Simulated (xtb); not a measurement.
xtb input (GFN-FF):

```bash
xtb mol.xyz --gfnff --opt tight --chrg 0 --uhf 0
```
mol.xyz:
```
13

C     -2.62452815    -0.16960967     1.17374468
C     -1.48294593     0.74248390     0.72649436
C     -0.14734455     0.02515648     0.57200196
Se    -0.31196654    -1.40527612    -0.80030585
Se     1.34866768     1.26516943     0.22814430
H     -3.53009172     0.41429125     1.34479522
H     -2.37489107    -0.68421824     2.10403878
H     -2.85697393    -0.92960062     0.42628859
H     -1.73810056     1.22949910    -0.21806783
H     -1.34206395     1.54029737     1.45922685
H      0.13667023    -0.45685268     1.50610199
H      1.13639119    -1.62581490    -0.91161488
H      0.85013327     1.68784220    -1.09072203
```

Output:

```
           -------------------------------------------------
          |                Calculation Setup                |
           -------------------------------------------------

          ==================== Thresholds ====================
          CN  :   150.00000
          rep :   500.00000
          disp:  2500.00000
          HB1 :   250.00000
          HB2 :   450.00000

          Pauling EN used:
          Z : 1  EN :  2.20
          Z : 6  EN :  2.55
          Z :34  EN :  2.55
          electric field strengths (au): 0.000

           -------------------------------------------------
          |           Force Field Initialization            |
           -------------------------------------------------

          distances ...
          ----------------------------------------
          generating topology and atomic info file ...
          pair mat ...
          computing topology distances matrix with Floyd-Warshall algo ...
          making topology EEQ charges ...
          #fragments for EEQ constrain: 1
          ----------------------------------------
          generating topology and atomic info file ...
          pair mat ...
          computing topology distances matrix with Floyd-Warshall algo ...
          making topology EEQ charges ...
          #fragments for EEQ constrain: 1
          rings ...
          # BATM   80
          # H in HB   2

  atom   neighbors  erfCN metchar sp-hybrid imet pi  qest     coordinates
    1  C       4    3.49   0.00         3    0    0  -0.057   -4.959639   -0.320516    2.218056
    2  C       4    3.52   0.00         3    0    0  -0.036   -2.802362    1.403091    1.372875
    3  C       4    3.47   0.00         3    0    0   0.016   -0.278441    0.047539    1.080927
    4  Se      2    2.01   0.00         3    0    0  -0.130   -0.589531   -2.655587   -1.512359
    5  Se      2    2.00   0.00         3    0    0  -0.130    2.548613    2.390824    0.431130
    6  H       1    0.97   0.00         0    0    0   0.036   -6.670907    0.782897    2.541295
    7  H       1    0.97   0.00         0    0    0   0.036   -4.487894   -1.292985    3.976057
    8  H       1    0.97   0.00         0    0    0   0.036   -5.398898   -1.756691    0.805569
    9  H       1    0.97   0.00         0    0    0   0.036   -3.284534    2.323417   -0.412088
   10  H       1    0.97   0.00         0    0    0   0.036   -2.536133    2.910740    2.757539
   11  H       1    0.97   0.00         0    0    0   0.037    0.258269   -0.863326    2.846120
   12  H       1    0.97   0.00         0    0    0   0.060    2.147468   -3.072345   -1.722702
   13  H       1    0.97   0.00         0    0    0   0.060    1.606519    3.189559   -2.061166

          #atoms :   13
          #bonds :   12
          #angl  :   20
          #tors  :   26
          #nmol  :   1
          #optfrag :   1
           -------------------------------------------------
[...]
H           -2.36908136754969       -0.66123556372612        2.10638260888207
H           -2.78237447837880       -0.93223945240002        0.42176245585850
H           -1.71457710733703        1.27093619666545       -0.19505407015598
H           -1.31365700005243        1.55396445419794        1.48186561456819
H            0.10923520939627       -0.51863572900210        1.45984606530977
H            1.12513640722373       -1.57166940819231       -0.79956539789515
H            0.73764223973451        1.56605261312745       -1.07439986596065

 Bond Distances (Angstroems)
 ---------------------------
C1-C2=1.5206         C1-H6=1.0921         C1-H7=1.0912         C1-H8=1.0911         C2-C1=1.5206         C2-C3=1.5204
C2-H9=1.0975         C2-H10=1.0987        C3-C2=1.5204         C3-Se4=1.9450        C3-Se5=1.9457        C3-H11=1.0950
Se4-C3=1.9450        Se4-H12=1.4490       Se5-C3=1.9457        Se5-H13=1.4480       H6-C1=1.0921         H7-C1=1.0912
H8-C1=1.0911         H9-C2=1.0975         H10-C2=1.0987        H11-C3=1.0950        H12-Se4=1.4490       H13-Se5=1.4480
 C  H  Rav=1.0943 sigma=0.0030  Rmin=1.0911  Rmax=1.0987     6
 C  C  Rav=1.5205 sigma=0.0001  Rmin=1.5204  Rmax=1.5206     2
 Se H  Rav=1.4485 sigma=0.0005  Rmin=1.4480  Rmax=1.4490     2
 Se C  Rav=1.9453 sigma=0.0003  Rmin=1.9450  Rmax=1.9457     2

 selected bond angles (degree)
 --------------------
H6-C1-C2=112.05                H7-C1-C2=111.16                H7-C1-H6=107.59                H8-C1-C2=111.16
H8-C1-H6=107.53                H8-C1-H7=107.12                C3-C2-C1=113.02                H9-C2-C1=110.32
H9-C2-C3=108.38                H10-C2-C1=110.30               H10-C2-C3=109.10               H10-C2-H9=105.43
Se4-C3-C2=111.36               Se5-C3-C2=111.21               Se5-C3-Se4=112.56              H11-C3-C2=109.25
H11-C3-Se4=106.28              H11-C3-Se5=105.87              H12-Se4-C3= 90.53              H13-Se5-C3= 89.09

 selected dihedral angles (degree)
 ---------------------------------
C3-C2-C1-H6=179.97            C3-C2-C1-H7= 59.55            C3-C2-C1-H8=300.32            H9-C2-C1-H6=301.48
H9-C2-C1-H7=181.05            H9-C2-C1-H8= 61.83            H10-C2-C1-H6= 57.54           H10-C2-C1-H7=297.11
H10-C2-C1-H8=177.89           Se4-C3-C2-C1= 60.73           Se4-C3-C2-H9=298.14           Se4-C3-C2-H10=183.82
Se5-C3-C2-C1=187.14           Se5-C3-C2-H9= 64.55           Se5-C3-C2-H10=310.24          H11-C3-C2-C1=303.65
H11-C3-C2-H9=181.05           H11-C3-C2-H10= 66.74          H12-Se4-C3-C2=172.09          H12-Se4-C3-Se5= 46.42
H12-Se4-C3-H11=290.97         H13-Se5-C3-C2=290.50          H13-Se5-C3-Se4= 56.24         H13-Se5-C3-H11=171.94
           -------------------------------------------------
          |                Final Singlepoint                |
           -------------------------------------------------
         :::::::::::::::::::::::::::::::::::::::::::::::::::::
         ::                     SUMMARY                     ::
         :::::::::::::::::::::::::::::::::::::::::::::::::::::
         :: total energy              -1.564579304933 Eh    ::
         :: gradient norm              0.000097991942 Eh/a0 ::
         ::.................................................::
         :: bond energy               -1.637892280205 Eh    ::
         :: angle energy               0.001651475864 Eh    ::
         :: torsion energy            -0.000377081777 Eh    ::
         :: repulsion energy           0.092239583269 Eh    ::
         :: electrostat energy        -0.010859274370 Eh    ::
         :: dispersion energy         -0.008128050365 Eh    ::
         :: HB energy                  0.000000000000 Eh    ::
         :: XB energy                  0.000000000000 Eh    ::
         :: bonded atm energy         -0.001213677348 Eh    ::
         :: external energy            0.000000000000 Eh    ::
         :: add. restraining           0.000000000000 Eh    ::
         :: total charge              -0.000000000000 e     ::
         :::::::::::::::::::::::::::::::::::::::::::::::::::::

           -------------------------------------------------
          |                Property Printout                |
           -------------------------------------------------

molecular dipole:
                 x           y           z       tot (Debye)
 q only:       -0.534       0.064       0.260       1.517
           -------------------------------------------------
          |                Geometry Summary                 |
Note: The following floating-point exceptions are signalling: IEEE_UNDERFLOW_FLAG IEEE_DENORMAL
normal termination of xtb
           -------------------------------------------------

      molecular mass/u    :      202.0145108
   center of mass at/Å    :        0.0971403       0.0103282      -0.0791092
  moments of inertia/u·Å² :        0.2150742E+03   0.4596242E+03   0.6523774E+03
rotational constants/cm⁻¹ :        0.7838054E-01   0.3667699E-01   0.2584031E-01

 * 10 selected distances

     #   Z          #   Z                                           value/Å
     1   6 C        2   6 C                                       1.5205502 (max)
     2   6 C        3   6 C                                       1.5203742
     1   6 C        6   1 H                                       1.0921289
     1   6 C        7   1 H                                       1.0912099
     1   6 C        8   1 H                                       1.0910992 (min)
     2   6 C        9   1 H                                       1.0974572
     2   6 C       10   1 H                                       1.0986687
     3   6 C       11   1 H                                       1.0949529
     4  34 Se      12   1 H                                       1.4489546
     5  34 Se      13   1 H                                       1.4479915

 * 3 distinct bonds (by element types)

   Z      Z             #   av. dist./Å        max./Å        min./Å
   1 H    6 C           6     1.0942528     1.0986687     1.0910992
   6 C    6 C           2     1.5204622     1.5205502     1.5203742
   1 H   34 Se          2     1.4484731     1.4489546     1.4479915

optimized geometry written to: xtbopt.xyz

           -------------------------------------------------
          | TOTAL ENERGY               -1.564579304933 Eh   |
          | GRADIENT NORM               0.000097991942 Eh/α |
           -------------------------------------------------
########################################################################
[WARNING] Runtime exception occurred
-1- gfnff_setup: Could not read topology file.
########################################################################

------------------------------------------------------------------------
------------------------------------------------------------------------
 total:
 SCF:
 ANC optimizer:
```
